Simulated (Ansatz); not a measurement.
Harmonic frequencies (cm⁻¹) at PBE0-D4/def2-TZVP from Ansatz: 25, 37, 73, 166, 206, 251, 347, 365, 569, 672, 733, 735, 898, 956, 957, 986, 1140, 2223, 2225, 2227, 3957.

Each molecule was computed in one conformer, which needn't be the lowest.

(1) Which molecule is it?
A. `C[CH2][AlH][Br]`
B. `[CH3][Al]([OH])[Br]`
C. `C[S][AlH2]`
D. `[OH][Al]([Br])[O][SiH3]`

Answers

(1) D.
